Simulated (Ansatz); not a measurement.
Z-matrix (Å, degrees):
```
C
W 1 3.049
O 1 1.405 2 24.9
H 1 1.094 2 87.2 3 164.7
H 1 1.093 2 125.5 3 52.9
H 1 1.094 2 113.8 3 -85.4
N 2 1.749 1 88.8 3 -178.0
N 2 1.745 1 116.3 3 69.1
F 2 1.879 1 120.7 3 -66.8
H 7 1.008 2 153.0 1 -120.0
H 8 1.006 2 160.6 1 94.9
```

The species carries charge 0 and has multiplicity 1. W takes the def2 core potential.

(1) List the CAM-B3LYP/def2-TZVPP orbital energies in eV (the Gaussian-basis code of Ansatz). (Best estimate.)

Answers

(1) The calculation gave: Occupied: -673.14, -523.18, -391.38, -391.17, -280.46, -85.21, -48.38, -48.32, -48.29, -33.37, -29.90, -23.69, -23.32, -20.99, -15.47, -15.14, -14.89, -14.86, -14.56, -14.52, -13.69, -13.55, -11.37, -10.98, -10.25, -9.98, -9.41, -9.00. Lowest empty: 0.16, 0.67, 0.82, 1.24, 1.50, 1.77, 2.48, 2.87.
